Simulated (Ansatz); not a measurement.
`[OH][Al]([Br])[Br]` + CH₃OH → `C[O][Al]([OH])[Br]` + HBr at 600 K and 1 bar (ligand exchange at the Al–Br bond).

Computed with Ansatz on PBE0-D4/def2-TZVP structures; ΔE is electronic, products minus reactants. CCSD(T)/CBS is the MP2 limit (def2-TZVPP, def2-QZVPP) plus CCSD(T) − MP2 in def2-TZVPP, frozen cores. This one scheme is used for every species. For Br outer-core shells are correlated without core-valence functions, which leaves a few kJ/mol of doubt a bond. Scalar relativity is left out up to krypton. One conformer a species, not always the lowest.

```json
{"species": "`[OH][Al]([Br])[Br]`", "CCSD(T)/CBS energy (Eh)": "-5464.62977", "H − E (kJ/mol)": "87.6", "S (J/(mol·K))": "408.6"}
{"species": "CH₃OH", "CCSD(T)/CBS energy (Eh)": "-115.61712", "H − E (kJ/mol)": "163.6", "S (J/(mol·K))": "277.3"}
{"species": "`C[O][Al]([OH])[Br]`", "CCSD(T)/CBS energy (Eh)": "-3006.31722", "H − E (kJ/mol)": "211.2", "S (J/(mol·K))": "461.4"}
{"species": "HBr", "CCSD(T)/CBS energy (Eh)": "-2573.91920", "H − E (kJ/mol)": "33.5", "S (J/(mol·K))": "219.1"}
```

H − E and S are ideal-gas, rigid-rotor, harmonic terms from PBE0-D4/def2-TZVP, for one conformer and one mirror image of each species. 1 Eh = 2625.50 kJ/mol, R = 8.31446 J/(mol·K).

By hand: ΔE, ΔH, ΔS and ΔG.

ΔE = (-3006.31722) + (-2573.91920) − (-5464.62977) − (-115.61712) = 0.01047 Eh = 27.5 kJ/mol. Δ(H − E) = 211.2 + 33.5 − 87.6 − 163.6 = -6.5, so ΔH = 21.0 kJ/mol. ΔS = 461.4 + 219.1 − 408.6 − 277.3 = -5.4 J/(mol·K). ΔG = 21.0 − 600 × (-5.4)/1000 = 24.2 kJ/mol.

By hand: the equilibrium constant, and the temperature at which ΔG would vanish if ΔH and ΔS stayed fixed.

log₁₀ K = −ΔG/(RT ln 10) = -2.1. ΔH and −TΔS have one sign here, so there is no such temperature.

The number of gas molecules stays the same, so ΔS is small and ΔH decides. A doubt of 5 kJ/mol in ΔE shifts log₁₀ K by 0.4 here. Other conformers and mirror images would add mixing entropy, several J/(mol·K) or more a flexible species. These are equilibria of isolated gas molecules and say nothing of rates. Largest T1 diagnostic: 0.010 (customary marks: 0.02 for closed shells, 0.045 for open ones).

ΔS is within the doubt of such terms, so its sign, and with it that verdict, could turn.
